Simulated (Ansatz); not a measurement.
A nudged elastic band was laid between two geometries of ClH + H4Si + Zn (8 atoms, charge 0, multiplicity 1).

Theory: Ansatz 0.2.0, RKS BLYP-D4/def2-SVP.

```json
{
  "movable images": "5",
  "climbing image": "yes",
  "spring": "5.0 eV/Å²",
  "optimiser": "quadratic models (default)",
  "start path": "through a guess of the saddle point",
  "force threshold": "0.03 eV/Å",
  "iteration limit": "60",
  "end points": "relaxed"
}
```

First end point:

```xyz
8
Properties=species:S:1:pos:R:3
Zn -2.708 -0.559 -0.717
H -0.693 -1.754 -1.044
Cl 0.522 -2.266 -1.138
H -0.242 -0.122 1.284
Si 0.584 0.909 0.577
H 0.395 2.230 1.265
H 2.032 0.530 0.613
H 0.111 1.032 -0.839
```

Last end point:

```xyz
8
Properties=species:S:1:pos:R:3
Zn -0.866 -0.118 -0.708
H -0.145 -2.912 0.354
Cl -2.073 -1.732 -1.459
H 0.408 -3.105 0.850
Si 0.447 1.664 0.103
H -0.417 2.714 0.744
H 1.430 1.177 1.129
H 1.216 2.311 -1.013
```

Question: What changes between the two ends?

Answer: Bonds broken: H2–Cl3, H4–Si5. Bonds formed: Zn1–Cl3, Zn1–Si5, H2–H4. ClH + H4Si + Zn becomes ClH3SiZn + H2.

Question: What energy profile does the band end with?

Answer: The run converged. The highest image is number 3 of 0 to 6, 1.47 eV above the first end and 2.46 eV above the last; the last end lies 1.00 eV below the first. Beside the main top the profile has a ripple of under 15 meV (maxima at images 1, 3), which may be a very shallow well or noise. Neighbouring images differ by up to 2.2 eV, so the band resolves the path poorly. A vibrational analysis at the climbing image gives one clearly imaginary mode, 739i cm⁻¹: a first-order saddle point. The orbitals stay closed-shell, which can raise the energy where a bond breaks towards radicals; this wasn't checked here.

```json
{"image": "0", "path coordinate (Å)": "0.00", "energy (eV)": "0.00", "H2–Cl3 (Å)": "1.32", "H4–Si5 (Å)": "1.50", "Zn1–Cl3 (Å)": "3.68"}
{"image": "1", "path coordinate (Å)": "2.21", "energy (eV)": "0.04", "H2–Cl3 (Å)": "1.32", "H4–Si5 (Å)": "1.50", "Zn1–Cl3 (Å)": "3.71"}
{"image": "2", "path coordinate (Å)": "4.42", "energy (eV)": "0.03", "H2–Cl3 (Å)": "1.32", "H4–Si5 (Å)": "1.50", "Zn1–Cl3 (Å)": "3.74"}
{"image": "3", "path coordinate (Å)": "6.63", "energy (eV)": "1.47", "H2–Cl3 (Å)": "1.57", "H4–Si5 (Å)": "1.80", "Zn1–Cl3 (Å)": "2.61"}
{"image": "4", "path coordinate (Å)": "8.25", "energy (eV)": "-0.75", "H2–Cl3 (Å)": "2.65", "H4–Si5 (Å)": "2.81", "Zn1–Cl3 (Å)": "2.17"}
{"image": "5", "path coordinate (Å)": "9.86", "energy (eV)": "-0.99", "H2–Cl3 (Å)": "2.94", "H4–Si5 (Å)": "4.16", "Zn1–Cl3 (Å)": "2.15"}
{"image": "6", "path coordinate (Å)": "11.47", "energy (eV)": "-1.00", "H2–Cl3 (Å)": "2.90", "H4–Si5 (Å)": "4.83", "Zn1–Cl3 (Å)": "2.15"}
```

Question: What is the geometry of the highest image?

Answer: 
```xyz
8
Properties=species:S:1:pos:R:3
Zn -1.448 -0.195 -1.285
H -0.070 -1.655 0.093
Cl -1.143 -2.655 -0.465
H 0.467 -0.805 0.205
Si 0.398 0.990 0.187
H -0.254 1.104 1.531
H 1.898 0.934 0.289
H 0.153 2.282 -0.557
```

Run time: 3.7 min on 2 threads of Arm Neoverse V1, on a shared host, peak memory 0.14 GiB.
